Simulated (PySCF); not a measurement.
C2F3, doublet, geometry from GFN2-xTB. Base run: CAMB3LYP/6-311G** run with PySCF.

Here is a job for PySCF.
```python
from pyscf import gto, scf, dft

mol = gto.Mole()
mol.atom = '''
    C    -0.020970    0.188015    0.950683
    C     0.006310    0.221824   -0.350256
    F    -0.034822   -0.774284    1.829280
    F     0.015706    1.338809   -1.053298
    F     0.028890   -0.837751   -1.176267
'''
mol.basis = '6-311g**'
mol.charge = 0
mol.spin = 1
mol.verbose = 4
mol.build()

mf = dft.UKS(mol)
mf.xc = 'camb3lyp'
mf.kernel()
mf.analyze()
```

The base run was repeated with changes; each row names its change, and settings that it needs were set with it.

```tsv
change	ΔE vs base (mEh)	fitting functions	dipole (D)
base	0.000	-	0.54
auxbasis = def2-svp-ri	-15.508	240	0.54
auxbasis = default (with mf = mf.density_fit())	-0.023	395	0.54
auxbasis = def2-tzvp-ri	-0.088	380	0.54
exchange = seminumerical (SGX) (with mf = sgx.sgx_fit(mf, auxbasis='def2-universal-jfit'); with mf.with_df.dfj = True)	-0.130	245	0.54
auxbasis = even-tempered beta=2.0	-0.052	668	0.54
auxbasis = def2-universal-jkfit	-0.056	381	0.54
auxbasis = even-tempered beta=3.0	-0.297	464	0.54
auxbasis = even-tempered beta=1.6	0.000	995	0.54
auxbasis = def2-universal-jfit	2.480	245	0.54
```

A fitting set is made for a task (jfit for Coulomb, jkfit for Coulomb and exchange, ri for correlation) and for a family of orbital bases.

Open shells are given as the SCF converged; they aren't shown to be the lowest states, and a large step between rows can be another state.
